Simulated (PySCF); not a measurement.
Tin: a sound run and one with changed settings

Sound run: Sn [Kr] 4d10 5s2 5p2, Sn+ [Kr] 4d10 5s2 5p1. Computed with PySCF 2.14 in aug-cc-pVDZ-PP with ECP28MDF (5s4p3d, 32 functions), with a scalar-relativistic core potential. In the sound run the correlated levels freeze 4s2 4p6 4d10 outside the core potential. The sound run starts from symmetry-adapted Hartree-Fock orbitals and uses a fine grid where one is needed.

A second run was set up differently.

```csv
species,method,sound run (hartree),changed run (hartree),converged
Sn,UHF,-213.33545,-213.33545,yes
Sn,r2SCAN,-214.32475,-214.32475,yes
Sn,PBE0,-214.25374,-214.25374,yes
Sn,MP2,-213.37076,-213.36604,yes
Sn,CCSD(T),-213.38583,-213.38583,yes
Sn+,UHF,-213.08344,-213.08344,yes
Sn+,r2SCAN,-214.05246,-214.05246,yes
Sn+,PBE0,-213.98510,-213.98510,yes
Sn+,MP2,-213.11032,-213.10683,yes
Sn+,CCSD(T),-213.12390,-213.12390,yes
```

Ionisation energy of Sn:

| method | sound run (eV) | changed run (eV) |
| --- | --- | --- |
| UHF | 6.858 | 6.858 |
| r2SCAN | 7.409 | 7.409 |
| PBE0 | 7.310 | 7.310 |
| MP2 | 7.087 | 7.053 |
| SCS-MP2 | 7.027 | 7.002 |
| CCSD | 7.117 | 7.117 |
| CCSD(T) | 7.127 | 7.127 |

**Question.** What was changed?
A. radial grid too coarse
B. level shift left on
C. too few SCF iterations
D. basis contracted for another Hamiltonian

**Answer.** B. It used initial guess 1e, at most 50 SCF cycles, level shift 0.1 hartree. A level shift leaves the converged SCF energy unchanged but raises the virtual orbital energies, which shrinks MP2 if it is not removed.
